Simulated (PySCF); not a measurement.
Vertical excitations of a molecule C4H8S2 from TDA-PBE/def2-SVPD (PySCF 2.14.0), as energy in eV (oscillator strength): 4.60 (0.015), 4.88 (0.001), 5.07 (0.034), 5.18 (0.001), 5.40 (0.000), 5.44 (0.018), 5.58 (0.002), 5.65 (0.011), 5.69 (0.064), 5.84 (0.065). Lowest triplet (TDA): 4.16 eV. Coordinates come from a PBE-D3(BJ)/def2-SVP optimisation. Other conformers were not sampled.

Question: Pick the molecule that these values belong to.
A. C1CSCSC1
B. SC[C@H]1C[C@H]1S
C. CS[C@@H]1CCS1
D. SCC1CSC1

Answer: A, C1CSCSC1
